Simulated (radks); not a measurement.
The numbers below are computed, except where a source is named.
The mean radii <r> (bohr) of the occupied orbitals of an atom or ion are listed with their occupations. Level of theory: scalar-relativistic Kohn-Sham, PBE, spin-unpolarised, spherical densities, point nucleus (a radial shooting solver on a logarithmic mesh with Libxc functionals).

| orbital | occ. | <r> |
|---|---|---|
| 1s | 2 | 0.01658 |
| 2s | 2 | 0.06991 |
| 2p | 6 | 0.06329 |
| 3s | 2 | 0.1806 |
| 3p | 6 | 0.1822 |
| 3d | 10 | 0.1650 |
| 4s | 2 | 0.3983 |
| 4p | 6 | 0.4241 |
| 4d | 10 | 0.4463 |
| 5s | 2 | 0.8896 |
| 4f | 13 | 0.4739 |
| 5p | 6 | 1.019 |
| 5d | 10 | 1.388 |
| 6s | 1 | 2.461 |
| 6p | 2 | 3.623 |

Name the element and its charge.

Answer. Z = 80, mercury, charge 0: Hg in [Xe] 4f13 5d10 6s1 6p2. The 1s radius gives Z: for a bare nucleus <r> = (2 gamma + 1)/(2Z) with gamma = sqrt(1 - (Z/c)^2), 0.0164 bohr for Z = 80, and screening makes it slightly larger (0.01658 here). The occupations add up to 80, and the charge is Z minus that.
